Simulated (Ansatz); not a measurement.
The same path of BrH + Cl4Zr (7 atoms, charge 0, multiplicity 1) was run twice with different band settings. Lost on the way: Zr1–Cl2, Br6–H7. Made: Zr1–Br6, Cl2–H7.

These are results of Ansatz 0.2.0, RKS BHLYP/def2-SVP, not measurements.

Relaxed end points:

```xyz
7
Properties=species:S:1:pos:R:3
Zr 0.235 0.000 -0.075
Cl 0.421 0.000 2.261
Cl 2.416 0.000 -0.880
Cl -0.761 1.936 -0.909
Cl -0.761 -1.936 -0.909
Br -3.290 0.000 1.433
H -2.693 0.000 2.717
```

```xyz
7
Properties=species:S:1:pos:R:3
Zr -0.606 0.000 -0.800
Cl -0.053 0.000 4.075
Cl 1.446 0.000 0.282
Cl -0.771 1.898 -2.131
Cl -0.771 -1.898 -2.131
Br -2.483 0.000 0.847
H -1.194 0.000 3.496
```

Common settings: spring 5.0 eV/Å²; optimiser quadratic models (default); start path through a guess of the saddle point; force threshold 0.05 eV/Å; iteration limit 60; end points relaxed.

| run | movable images | climbing image |
| --- | --- | --- |
| 1 | 5 | yes |
| 2 | 6 | no |

Task: What does each run give, and how far can it be trusted?

Result: Run 1: converged after 14 iterations, highest image 0.605 eV above the first end. A vibrational analysis at the climbing image gives one clearly imaginary mode, 579i cm⁻¹: a first-order saddle point.
Run 2: converged after 11 iterations, highest image 0.529 eV above the first end. No image climbed, so the highest image needn't sit at the top of the path.
The orbitals stay closed-shell, which can raise the energy where a bond breaks towards radicals; this wasn't checked here.
